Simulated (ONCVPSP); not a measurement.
**Before and after: ONCV potential for nitrogen**

```
Element                 : N
Generator               : ONCVPSP 4.0.1
Type                    : optimised norm-conserving Vanderbilt (ONCV)
Functional              : PW91
Relativity              : scalar-relativistic
Frozen core             : [He]
Valence charge          : 5
Reference configuration : 2s1 2p4
Partial waves           : 2s: rc 1.15 bohr, ncon 4, nbas 7, qcut 5.3 1/bohr, local; 2p: rc 2.60 bohr, ncon 4, nbas 7, qcut 5.4 1/bohr, 3 projectors, debl 3.7 Ha
Local potential         : the s channel
Core correction         : polynomial model core, fcfact 0.35
```

Change: s: rc 1.5.

Cutoffs: the cutoffs (Ha) at which the residual kinetic energy of the hardest occupied pseudo-wave falls to 1 and 0.1 mHa per electron; they do not see the model core or the augmentation charge, which bear on the density cutoff. Errors are all-electron minus pseudo energies relative to the spin-unpolarised reference configuration.

Q: What does the change do?

A: The potential gets softer (65 Ha and 90 Ha → 12 Ha and 42 Ha); of the 4 tests that both files solve, the error grows in 1 and shrinks in 0 by more than 15 % and 0.3 meV (median size 251.7 → 250.9 meV); neither file shows a bound ghost. A larger radius leaves more room for a smooth pseudo-wave, so fewer plane waves are needed.

```tsv
quantity	base	changed
cutoff, loose	65 Ha	12 Ha
cutoff, tight	90 Ha	42 Ha
loose cutoff by channel	s 65 Ha, p 10 Ha	s 12 Ha, p 10 Ha
bound ghosts	none	none
GHOST(+) flags under 300 eV	none	none
error for 2s2 2p3, meV [ΔE -11.48 eV]	-60	-77
error for 2s2 2p2, meV [ΔE 2.19 eV]	+381	+376
error for 2s2 2p1, meV [ΔE 31.14 eV]	+1948	+2000
error for 2s1 2p3, meV [ΔE 13.94 eV]	+122	+126
p: phases at 2.64 bohr within 0.05 rad from the reference energy up to (Ha; the scan ends near 5)	0.2	0.3
rms error of d²Exc/dni dnj with the model core, mHa	1.37	1.65
```

Changed file: The cutoffs count occupied waves only; projector 3 of the p channel, the hardest unoccupied one, needs 37 Ha at the loose tolerance.
